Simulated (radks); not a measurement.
The numbers below are computed, except where a source is named.
Removal energies from the technetium ion Tc5+, [Kr] 4d2, by Delta-SCF beside the eigenvalue of the level emptied. Level of theory: scalar-relativistic Kohn-Sham, LDA (Slater exchange, Perdew-Wang correlation), spin-polarised, spherical densities, finite nucleus; Fermi nuclear charge, rms radius of each element as measured or else 0.836 A^(1/3) + 0.57 fm (a radial shooting solver on a logarithmic mesh with Libxc functionals). Open shells are filled with parallel spins first.

| removed from | final configuration | Delta-SCF (eV) | -eigenvalue (eV) |
|---|---|---|---|
| 4d | [Kr] 4d1 | 72.981 | 65.192 |
| 4p | [Ar] 3d10 4s2 4p5 4d2 | 114.84 | 105.96 |
| 4s | [Ar] 3d10 4s1 4p6 4d2 | 144.41 | 134.97 |
| 3d | [Ar] 3d9 4s2 4p6 4d2 | 336.01 | 315.64 |
